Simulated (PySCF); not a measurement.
# What a mistake does to a calculation on C2GeH6O

Calculated results; nothing here was measured. The program is PySCF 2.14.0, an open-source quantum chemistry code, run on an isolated molecule that a program drew, which may never have been made. The molecule is C2GeH6O (charge 0, singlet), drawn as the SMILES string `C[CH2][Ge][OH]`.

Each row is a Hartree-Fock (HF) and frozen-core CCSD(T) single point in the cc-pVDZ basis, meant for a local HF minimum. Run 1 is clean. Each other run has one planted mistake out of seven kinds, and not every kind appears here: one electron removed, one electron added, multiplicity raised by two, geometry at a saddle point, minimal basis STO-3G, one bond length entered in bohr, all coordinates scaled. The reference is restricted for singlets and unrestricted otherwise, and also for a bond in bohr. Adding or removing an electron swaps singlet and doublet. Electrons count all cores. HOMO and LUMO are orbital energies over both spins, the gradient is its largest component, and the lowest frequency (negative if imaginary) is given only where the gradient is small. Bond lengths are over the 9 bonds as drawn. T1 is the CCSD diagnostic: over 0.02 (restricted) or 0.045 (unrestricted) a single reference is doubtful. Germanium has the cc-pVDZ-PP basis, with a core potential (ECP10MDF) in place of its 10 inner electrons, and its 3s, 3p and 3d shells are frozen in CCSD(T).

Geometry of the clean run:
```xyz
10
C2GeH6O, angstrom
C    -2.3857    1.1168    0.1828
C    -1.2753    0.0908   -0.0539
Ge   -1.2519   -1.4542    1.2090
O     0.1782   -2.2233    0.4489
H    -2.3156    1.5642    1.1788
H    -3.3780    0.6626    0.1033
H    -2.3450    1.9337   -0.5423
H    -1.3361   -0.3343   -1.0631
H    -0.2844    0.5570    0.0068
H     0.4488   -3.0330    0.8573
```

```
run  electrons  basis functions  <S^2>  HOMO (eV)  LUMO (eV)  gradient (hartree/bohr)  lowest frequency (cm^-1)  mean bond (Å)  longest bond (Å)      T1  HF (hartree)  CCSD(T) (hartree)                 mistake
  1         58               95  0.000      -8.58       1.36                  1.6e-05                        41         1.3045             1.996  0.0155    -447.48231         -448.10358                no fault
  2         58               95  0.000      -8.39       1.68                  6.6e-02                         -         1.2288             1.880  0.0134    -447.44675         -448.05428  all coordinates scaled
  3         58               95  2.015      -6.78       0.11                  2.3e-02                         -         1.3045             1.996  0.0162    -447.42199         -448.02300                       ?
  4         59               95  0.765       0.02       8.60                  3.9e-02                         -         1.3045             1.996  0.0130    -447.45640         -448.07993                       ?
```

**Which mistake was planted in run 3, and what did it cost?**

Electrons, basis and geometry are unchanged, and <S^2> is 2.015, beside S(S+1) = 2.00 for a multiplicity of 3. So the mistake is: multiplicity raised by two. Subtracting run 1 and multiplying by 627.51 kcal/mol a hartree, the energy moved by 37.9 kcal/mol in HF and 50.6 kcal/mol in CCSD(T).

**Which mistake was planted in run 4, and what did it cost?**

It counts 59 electrons, one more than the clean run, at the same geometry and basis. So the mistake is: one electron added. Subtracting run 1 and multiplying by 627.51 kcal/mol a hartree, the energy moved by 16.3 kcal/mol in HF and 14.8 kcal/mol in CCSD(T).

Cautions from the logs. Run 4: the HOMO is above zero, so the electron isn't bound and the energy depends on the basis.
